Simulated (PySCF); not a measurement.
# Se¹¹⁺ (selenium, charge +11) across methods

[Ar] 3d5, high-spin 6S determinant. All numbers are calculated (PySCF 2.14, scalar relativity by spin-free X2C-1e, in an even-tempered Gaussian basis (20 s from 0.59 bohr⁻², ratio 2.5; 13 p from 0.76 bohr⁻², ratio 2.5; 9 d from 0.76 bohr⁻², ratio 2.5; 4 f from 4.1 bohr⁻², ratio 2.7; 4 g from 6.1 bohr⁻², ratio 2.7)).

| method | E (hartree) | mean ε 3p α (eV) | mean ε 3p β (eV) | mean ε 3d α (eV) | Σ⟨r²⟩ (bohr²) | ⟨S²⟩ |
| --- | --- | --- | --- | --- | --- | --- |
| r2SCAN | -2379.570 | -426.71 | -413.66 | -325.09 | 4.650 | 8.751 |
| LDA | -2375.842 | -421.66 | -411.99 | -323.35 | 4.665 | 8.750 |
| UHF | -2378.47446 | -455.74 | -430.73 | -346.07 | 4.647 | 8.751 |
| PBE | -2379.219 | -422.11 | -412.07 | -323.25 | 4.660 | 8.750 |
| PBE0 | -2379.308 | -430.87 | -417.28 | -329.29 | 4.655 | 8.751 |
